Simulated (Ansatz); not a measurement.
Diatomic K2, closed-shell singlet (the spin of the measured ground state). No spin–orbit coupling. K is treated without relativity.

| level | bond energy D_e (eV) |
|---|---|
| SVWN5/def2-TZVPP | 0.667 |
| PBE/def2-TZVPP | 0.581 |
| r2SCAN/def2-TZVPP | 0.388 |
| B97M-V/def2-TZVPP | 0.595 |
| B3LYP/def2-TZVPP | 0.504 |
| PBE0/def2-TZVPP | 0.505 |
| BHLYP/def2-TZVPP | 0.450 |
| CAM-B3LYP/def2-TZVPP | 0.456 |
| wB97X-V/def2-TZVPP | 0.496 |
| wB97M-V/def2-TZVPP | 0.605 |
| B2PLYP/def2-TZVPP | 0.490 |
| CCSD/def2-TZVPP | 0.454 |
| CCSD/def2-QZVPP | 0.484 |
| CCSD(T)/def2-TZVPP | 0.509 |
| CCSD(T)/def2-QZVPP | 0.552 |

The rows run from 0.388 (r2SCAN/def2-TZVPP) to 0.667 eV (SVWN5/def2-TZVPP). From def2-TZVPP to def2-QZVPP CCSD(T) changes by 0.044. The 11 functionals in def2-TZVPP without D3 or D4 span 0.279, from r2SCAN to SVWN5.

D_e counts from the fitted minimum to each atom's lowest state at the same level, without counterpoise. The singlet is restricted.

Correlated levels freeze the inner cores; with def2 sets outer-core shells near the valence are correlated too.

Doubts at one or more of the structures used: a restricted determinant that unrestricted orbitals would lower (CCSD/def2-TZVPP, CCSD/def2-QZVPP, CCSD(T)/def2-TZVPP, CCSD(T)/def2-QZVPP).

Run with Ansatz (a first-principles code). Values without a source in brackets are computed.
